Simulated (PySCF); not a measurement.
Compound: C8H18N (charge +1).
Numbering: `[CH3:1][CH2:2][N+:3]1([CH3:4])[CH2:5][CH2:6][CH2:7][CH2:8][CH2:9]1` (hydrogens: H10, H11, H12 on C1; H13, H14 on C2; H15, H16, H17 on C4; H18, H19 on C5; H20, H21 on C6; H22, H23 on C7; H24, H25 on C8; H26, H27 on C9)

Cartesian coordinates in Å at the GFN2-xTB level; atoms count from 1:
```xyz
27
C8H18N angstrom
C     -2.863    0.039    0.567
C     -1.819    0.278   -0.512
N     -0.424   -0.159   -0.185
C     -0.411   -1.607    0.087
C      0.083    0.605    0.990
C      1.565    0.381    1.269
C      2.401    0.737    0.045
C      1.916   -0.075   -1.150
C      0.425    0.149   -1.375
H     -3.813    0.412    0.191
H     -2.997   -1.014    0.793
H     -2.645    0.580    1.483
H     -2.118   -0.250   -1.420
H     -1.783    1.345   -0.739
H     -0.885   -2.142   -0.734
H      0.608   -1.966    0.193
H     -0.947   -1.821    1.008
H     -0.502    0.322    1.864
H     -0.084    1.665    0.786
H      1.843    1.018    2.110
H      1.755   -0.649    1.571
H      2.307    1.803   -0.169
H      3.453    0.529    0.236
H      2.436    0.240   -2.055
H      2.141   -1.132   -1.006
H      0.074   -0.461   -2.210
H      0.266    1.200   -1.626
```

The geometry is computed with GFN2-xTB (gas phase).

Masses are those of the commonest isotopes; rigid-rotor values at the optimised geometry. The values belong to one conformer with, in the numbering `[CH3:1][CH2:2][N+:3]1([CH3:4])[CH2:5][CH2:6][CH2:7][CH2:8][CH2:9]1`, C1–C2–N3–C4 60°, C2–N3–C5–C6 -171°, N3–C5–C6–C7 57°, C5–C6–C7–C8 -56°, C6–C7–C8–C9 56°.

Give the principal moments of inertia and the rotational constants in MHz.

Ia = 174.39, Ib = 431.13, Ic = 478.53 u·Å²; 505379 MHz·u·Å²/I gives A = 2898, B = 1172, C = 1056 MHz.

Classify the top.

An asymmetric top. Ray's parameter κ = (2B − A − C)/(A − C) = -0.874; −1 is the prolate and +1 the oblate limit.

What does the inertial defect say?

Not planar: Δ = Ic − Ia − Ib = -127.00 u·Å². For a rigid frame Δ = −2 Σ m c², so Σ m c² = 63.50 u·Å² lies off the ab plane: 25.04 from hydrogen and 38.46 from heavier atoms. The atom farthest from that plane is 2.03 Å away.

Give the other two planar moments, Paa and Pbb, and the rms extents of the mass along the axes.

Paa = Σ m a² = (Ib + Ic − Ia)/2 = 367.63 and Pbb = Σ m b² = (Ia + Ic − Ib)/2 = 110.89 u·Å². With the mass M = 128.14 u, the rms extents √(P/M) along a, b and c are 1.69, 0.93, 0.70 Å.

List the rotational levels J(Ka,Kc) to J = 3 (K).

Above 0(0,0), as E/k:
J = 1: 1(0,1) 0.107, 1(1,1) 0.190, 1(1,0) 0.195
J = 2: 2(0,2) 0.321, 2(1,2) 0.398, 2(1,1) 0.415, 2(2,1) 0.663, 2(2,0) 0.664
J = 3: 3(0,3) 0.640, 3(1,3) 0.710, 3(1,2) 0.744, 3(2,2) 0.984, 3(2,1) 0.985, 3(3,1) 1.412, 3(3,0) 1.412
Those of J = 1 are B + C, A + C and A + B.

Estimate the classical rotational partition function at 50 K, 298.15 K and 500 K.

Point group C1, symmetry number σ = 1; q = (√π/σ)·√((kT/h)³/(ABC)), k/h = 20836.6 MHz/K: 31500 at 50 K, 458000 at 298.15 K, 995000 at 500 K.

Not checked by GFN2-xTB frequencies. Constants of a rigid frame at the computed geometry: no zero-point averaging, no centrifugal distortion.
